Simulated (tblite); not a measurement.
Species: C6H16OSSi.
Bonds: C1–O2, O2–Si3, Si3–C4, Si3–C5, Si3–C6, C6–C7, C7–C8, C8–S9. Hydrogens: H10, H11, H12 on C1; H13, H14, H15 on C4; H16, H17, H18 on C5; H19, H20 on C6; H21, H22 on C7; H23, H24 on C8; H25 on S9.

Computed with GFN2-xTB (tblite), gas phase: L-BFGS steps from a force-field or distance-geometry start until the largest atomic force falls under 0.01 eV/Å.

Geometry at step 6:
```
atom  x, y, z in Å
C1     -1.7563    2.0288    0.9665
O2     -0.7039    1.3873    0.2952
Si3    -0.8256   -0.1356   -0.3043
C4     -1.1924   -1.3739    1.0882
C5     -2.2350   -0.2436   -1.5754
C6      0.7815   -0.6447   -1.1798
C7      2.0433   -0.7589   -0.3335
C8      2.5809    0.5957    0.0817
S9      4.1775    0.4352    0.9489
H10    -2.6297    2.1112    0.3171
H11    -1.4212    3.0220    1.2660
H12    -2.0385    1.4529    1.8485
H13    -2.1550   -1.1835    1.5552
H14    -1.2210   -2.3908    0.7122
H15    -0.4359   -1.3345    1.8673
H16    -2.3162   -1.2401   -1.9943
H17    -3.1953   -0.0060   -1.1279
H18    -2.0791    0.4460   -2.3999
H19     0.5842   -1.6316   -1.5946
H20     0.9785    0.0017   -2.0318
H21     1.8387   -1.3469    0.5630
H22     2.8197   -1.2812   -0.9013
H23     2.7996    1.2125   -0.7870
H24     1.8934    1.1324    0.7323
H25     3.6969   -0.2303    1.9970
```

**Question.** Give the atomic forces at this geometry.

**Answer.** 
```json
{"atom": "C1", "Fx (eV/Å)": "0.033", "Fy (eV/Å)": "-0.049", "Fz (eV/Å)": "-0.016"}
{"atom": "O2", "Fx (eV/Å)": "0.092", "Fy (eV/Å)": "-0.022", "Fz (eV/Å)": "-0.048"}
{"atom": "Si3", "Fx (eV/Å)": "0.011", "Fy (eV/Å)": "0.034", "Fz (eV/Å)": "-0.025"}
{"atom": "C4", "Fx (eV/Å)": "-0.046", "Fy (eV/Å)": "-0.143", "Fz (eV/Å)": "0.146"}
{"atom": "C5", "Fx (eV/Å)": "-0.093", "Fy (eV/Å)": "-0.004", "Fz (eV/Å)": "-0.090"}
{"atom": "C6", "Fx (eV/Å)": "0.041", "Fy (eV/Å)": "0.017", "Fz (eV/Å)": "-0.038"}
{"atom": "C7", "Fx (eV/Å)": "0.023", "Fy (eV/Å)": "0.028", "Fz (eV/Å)": "0.055"}
{"atom": "C8", "Fx (eV/Å)": "0.020", "Fy (eV/Å)": "0.047", "Fz (eV/Å)": "0.015"}
{"atom": "S9", "Fx (eV/Å)": "0.061", "Fy (eV/Å)": "0.041", "Fz (eV/Å)": "0.072"}
{"atom": "H10", "Fx (eV/Å)": "0.015", "Fy (eV/Å)": "0.079", "Fz (eV/Å)": "0.005"}
{"atom": "H11", "Fx (eV/Å)": "0.013", "Fy (eV/Å)": "-0.041", "Fz (eV/Å)": "-0.038"}
{"atom": "H12", "Fx (eV/Å)": "-0.027", "Fy (eV/Å)": "0.064", "Fz (eV/Å)": "0.088"}
{"atom": "H13", "Fx (eV/Å)": "0.010", "Fy (eV/Å)": "0.018", "Fz (eV/Å)": "0.023"}
{"atom": "H14", "Fx (eV/Å)": "0.020", "Fy (eV/Å)": "-0.048", "Fz (eV/Å)": "0.015"}
{"atom": "H15", "Fx (eV/Å)": "-0.022", "Fy (eV/Å)": "-0.003", "Fz (eV/Å)": "0.030"}
{"atom": "H16", "Fx (eV/Å)": "-0.013", "Fy (eV/Å)": "-0.023", "Fz (eV/Å)": "-0.037"}
{"atom": "H17", "Fx (eV/Å)": "-0.027", "Fy (eV/Å)": "0.013", "Fz (eV/Å)": "0.007"}
{"atom": "H18", "Fx (eV/Å)": "-0.008", "Fy (eV/Å)": "0.007", "Fz (eV/Å)": "-0.007"}
{"atom": "H19", "Fx (eV/Å)": "-0.044", "Fy (eV/Å)": "-0.056", "Fz (eV/Å)": "-0.050"}
{"atom": "H20", "Fx (eV/Å)": "0.047", "Fy (eV/Å)": "0.087", "Fz (eV/Å)": "-0.024"}
{"atom": "H21", "Fx (eV/Å)": "-0.032", "Fy (eV/Å)": "-0.069", "Fz (eV/Å)": "-0.001"}
{"atom": "H22", "Fx (eV/Å)": "-0.017", "Fy (eV/Å)": "0.016", "Fz (eV/Å)": "0.003"}
{"atom": "H23", "Fx (eV/Å)": "0.000", "Fy (eV/Å)": "0.037", "Fz (eV/Å)": "-0.065"}
{"atom": "H24", "Fx (eV/Å)": "-0.072", "Fy (eV/Å)": "-0.016", "Fz (eV/Å)": "-0.029"}
{"atom": "H25", "Fx (eV/Å)": "0.018", "Fy (eV/Å)": "-0.016", "Fz (eV/Å)": "0.010"}
```

The largest, 0.21 eV/Å, acts on C4; the rms over all components is 0.047 eV/Å. The forces sum to zero within rounding, as they must for an isolated molecule in no field.

**Question.** Give the force on C4 in Eh/bohr and in nN.

**Answer.** 0.209 eV/Å ÷ 51.422 = 0.00407 Eh/bohr, and 0.209 eV/Å × 1.602 = 0.34 nN.

**Question.** How far is this geometry from the end of the optimisation?

**Answer.** 0.059 eV above it, and 0.183 Å rms away after alignment. The bonds farthest from their final lengths, with half the difference of the two atoms' forces along the bond (positive lengthens):

```json
{"bond": "Si3–C4", "now (Å)": "1.899", "final (Å)": "1.911", "force along bond (eV/Å)": "+0.13"}
{"bond": "Si3–C6", "now (Å)": "1.900", "final (Å)": "1.906", "force along bond (eV/Å)": "+0.02"}
{"bond": "Si3–C5", "now (Å)": "1.901", "final (Å)": "1.907", "force along bond (eV/Å)": "+0.06"}
{"bond": "C6–C7", "now (Å)": "1.524", "final (Å)": "1.529", "force along bond (eV/Å)": "+0.02"}
{"bond": "C1–O2", "now (Å)": "1.403", "final (Å)": "1.400", "force along bond (eV/Å)": "+0.02"}
{"bond": "C6–H20", "now (Å)": "1.087", "final (Å)": "1.090", "force along bond (eV/Å)": "+0.02"}
```

The angle farthest from its final value is O2–Si3–C6, 110.8° against 104.0°.

What follows is the cost of the whole relaxation. Hardware: one thread of an Arm Neoverse V1, shared host. Cost: 0.95 s of wall time.
